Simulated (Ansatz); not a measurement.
## A correction line for PBE0-D4/def2-TZVPP: vertical ionisation energy

The vertical ionisation energy (cation less neutral) in eV of 7 S-containing molecules: x at PBE0-D4/def2-TZVPP, y at CCSD(T)/def2-TZVPP. Shapes, held fixed at every level: PBE0-D4/def2-TZVP. Flexible molecules stand in one conformer, not always the lowest. Programs: Ansatz 0.2.0.

| molecule | x (eV) | y (eV) |
| --- | --- | --- |
| C4H6S3 (1,3-dithiane-2-thione) | 8.15 | 8.18 |
| C5H10S (2-methyltetrahydrothiophene) | 8.20 | ? |
| C6H14OS (dipropyl sulfoxide) | 8.37 | 8.52 |
| C5H10S (cyclopentanethiol) | 8.81 | 8.91 |
| C5H12S (tert-amyl mercaptan) | 8.88 | 8.95 |
| C5H12S (neopentyl mercaptan) | 8.95 | 9.04 |
| C5H12S (3-methyl-1-butanethiol) | 8.96 | 9.06 |

Problem. Fit y = c + s·x to the known rows and predict y for C5H10S (2-methyltetrahydrothiophene).

Solution. 
1. Means of the 6 rows: x = 8.6867, y = 8.777.
2. Σ(Δx)² = 0.58493, Σ(Δx·Δy) = 0.59823, so the slope is 0.59823/0.58493 = 1.0227.
3. Intercept: 8.777 − (1.0227) × 8.6867 = -0.107. The largest residual of the fit is 0.067.
4. C5H10S (2-methyltetrahydrothiophene): -0.107 + 1.0227 × 8.20 = 8.28 eV.

CCSD(T)/def2-TZVPP gives 8.30 eV, so the prediction is off by -0.02 eV, within the largest residual. Uncorrected, PBE0-D4/def2-TZVPP misses it by -0.10 eV, and the other rows by 0.09 on average. The line removes about 80 % of this miss. Left out in turn, the other rows are missed by 0.05 eV on average. Cations run unrestricted.
